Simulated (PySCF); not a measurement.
# Correlation energy of Ge (germanium, neutral)

[Ar] 3d10 4s2 4p1 5s1, high-spin 3P determinant (an excited configuration). Calculation: PySCF 2.14, in aug-cc-pVTZ-PP with ECP10MDF (6s5p4d2f, 55 functions); a scalar-relativistic core potential. Frozen: 3s2 3p6 3d10; 4 electrons correlated.

MP2 pair energies summed by pair of shells (mhartree):

```
 pair  energy  share (%)
4s-4s  -21.20       47.2
4s-4p  -16.19       36.1
4s-5s   -5.12       11.4
4p-5s   -2.39        5.3
```

Total MP2 correlation energy: -44.90 mhartree.

Same-spin part -6.39 and opposite-spin part -38.51 mhartree; SCS-MP2 scales them by 1/3 and 6/5 to -48.34 mhartree.
